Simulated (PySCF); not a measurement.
**Electron correlation in Hf (hafnium, neutral)**

[Xe] 4f14 5d2 6s2, high-spin 3F determinant. Computed with PySCF 2.14 in ANO-RCC-VTZP (8s7p5d3f2g1h, 104 functions), with the spin-free X2C one-electron Hamiltonian (Gaussian nucleus). Frozen: [Kr] 4d10 4f14; 12 electrons correlated.

| level | correlation energy (mhartree) |
| --- | --- |
| CCSD | -281.91 |
| (T) | -9.52 |
| CCSD(T) | -291.43 |

Diagnostics: T1 = 0.019, D1 = 0.0837, largest double amplitude 0.099.

Task: Is a single reference adequate?

Result: Mostly. T1 lies below 0.03, but a double amplitude of this size points to a near-degeneracy that CCSD handles and MP2 describes poorly.
